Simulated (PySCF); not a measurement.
**Pb⁺: ionisation energy**

Pb⁺ [Xe] 4f14 5d10 6s2 6p1 (2P) → Pb²⁺ [Xe] 4f14 5d10 6s2 (1S), as a difference of total energies. Calculation: PySCF 2.14, in aug-cc-pVDZ-PP with ECP60MDF (5s4p3d, 32 functions); a scalar-relativistic core potential. Correlated levels: valence: 5s2 5p6 5d10 frozen. The calculations carry no spin-orbit coupling.

```json
{"method": "UHF", "ionisation energy (eV)": "13.173"}
{"method": "LDA", "ionisation energy (eV)": "13.888"}
{"method": "PBE", "ionisation energy (eV)": "13.683"}
{"method": "PBE0", "ionisation energy (eV)": "13.708"}
{"method": "r2SCAN", "ionisation energy (eV)": "13.772"}
{"method": "wB97M-V", "ionisation energy (eV)": "13.667"}
{"method": "BHandHLYP", "ionisation energy (eV)": "13.683"}
{"method": "BLYP", "ionisation energy (eV)": "13.627"}
{"method": "wB97X-V", "ionisation energy (eV)": "13.601"}
{"method": "MP2 (valence)", "ionisation energy (eV)": "13.298"}
{"method": "SCS-MP2 (valence)", "ionisation energy (eV)": "13.280"}
```

Errors of the correlated levels include the incompleteness of this basis and the frozen core.

Task: Which method comes closest to the reference value, and which is furthest?

Result: The reference is 13.869 eV (measured; NIST levels, between the centres of gravity of the two terms). Closest: LDA (error 0.019 eV); furthest: UHF (error -0.696 eV).
